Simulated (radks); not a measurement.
The numbers below are computed, except where a source is named.
Spin polarisation of the 4f7 shell in Eu. Start: [Xe] 4f(up 3.5, down 3.5) 6s2; electrons of 4f are moved from spin down to spin up, other shells keep equal spins. Level of theory: scalar-relativistic Kohn-Sham, PBE, spin-polarised, spherical densities, finite nucleus; Fermi nuclear charge, rms radius of each element as measured or else 0.836 A^(1/3) + 0.57 fm (a radial shooting solver on a logarithmic mesh with Libxc functionals).

[
 {"moment (Bohr magnetons)": "0", "E - E(0) (eV)": "0.000", "e(4f up) (eV)": "-2.720", "e(4f down) (eV)": "-2.720", "6s down minus up (eV)": "0.000", "5p down minus up (eV)": "0.000", "5s down minus up (eV)": "0.000"},
 {"moment (Bohr magnetons)": "1", "E - E(0) (eV)": "-0.173", "e(4f up) (eV)": "-3.048", "e(4f down) (eV)": "-2.359", "6s down minus up (eV)": "0.033", "5p down minus up (eV)": "0.326", "5s down minus up (eV)": "0.444"},
 {"moment (Bohr magnetons)": "2", "E - E(0) (eV)": "-0.690", "e(4f up) (eV)": "-3.342", "e(4f down) (eV)": "-1.965", "6s down minus up (eV)": "0.067", "5p down minus up (eV)": "0.652", "5s down minus up (eV)": "0.889"},
 {"moment (Bohr magnetons)": "3", "E - E(0) (eV)": "-1.550", "e(4f up) (eV)": "-3.600", "e(4f down) (eV)": "-1.538", "6s down minus up (eV)": "0.102", "5p down minus up (eV)": "0.981", "5s down minus up (eV)": "1.336"},
 {"moment (Bohr magnetons)": "4", "E - E(0) (eV)": "-2.753", "e(4f up) (eV)": "-3.818", "e(4f down) (eV)": "-1.077", "6s down minus up (eV)": "0.138", "5p down minus up (eV)": "1.312", "5s down minus up (eV)": "1.785"},
 {"moment (Bohr magnetons)": "5", "E - E(0) (eV)": "-4.293", "e(4f up) (eV)": "-3.989", "e(4f down) (eV)": "-0.577", "6s down minus up (eV)": "0.176", "5p down minus up (eV)": "1.646", "5s down minus up (eV)": "2.237"},
 {"moment (Bohr magnetons)": "6", "E - E(0) (eV)": "-6.165", "e(4f up) (eV)": "-4.101", "e(4f down) (eV)": "-0.032", "6s down minus up (eV)": "0.217", "5p down minus up (eV)": "1.985", "5s down minus up (eV)": "2.692"}
]

At moment 6 the spin-polarisation energy is -6.165 eV and the 4f exchange splitting 4.069 eV, that is 0.678 eV per Bohr magneton; E = -I m^2/4 would give I = 0.685 eV.
